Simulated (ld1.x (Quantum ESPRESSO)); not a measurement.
## u(r) = r·R(r): atom against pseudo-atom (C (Z = 6))

Columns: radius, all-electron u(r) and pseudo u(r) of the 2p shell (level -5.29 eV) of carbon in the configuration [He] 2s2 2p2; PBE, scalar-relativistic, ultrasoft scheme, ld1.x (Quantum ESPRESSO) 7.5.

```
r (bohr)  all-electron  pseudo
   0.090        0.0394  0.0099
   0.180        0.1236  0.0391
   0.270        0.2216  0.0855
   0.360        0.3183  0.1463
   0.450        0.4063  0.2175
   0.540        0.4823  0.2948
   0.630        0.5459  0.3736
   0.720        0.5980  0.4496
   0.810        0.6391  0.5190
   0.900        0.6696  0.5789
   0.990        0.6906  0.6270
   1.080        0.7031  0.6625
   1.170        0.7085  0.6855
   1.260        0.7078  0.6969
   1.350        0.7021  0.6983
   1.440        0.6923  0.6919
   1.530        0.6793  0.6798
   1.620        0.6638  0.6641
   1.710        0.6462  0.6463
   1.800        0.6272  0.6272
   1.890        0.6072  0.6072
   1.980        0.5864  0.5864
   2.070        0.5652  0.5652
   2.160        0.5438  0.5438
   2.250        0.5225  0.5225
   2.340        0.5013  0.5013
```

(1) How many radial nodes do the two functions have?

(2) At about which radius was the pseudo-wave matched?

(3) Is the pseudo-wave norm-conserving?

## Answers

(1) The all-electron 2p function has n − l − 1 = 0; the pseudo-wave has 0.

(2) 1.80 bohr. The columns agree to 0.0005 from 1.44 bohr on; several derivatives are matched, so the curves merge somewhat inside the radius.

(3) No, it belongs to an ultrasoft set: the norm inside the radius is not constrained, and the difference is carried by the augmentation charge.
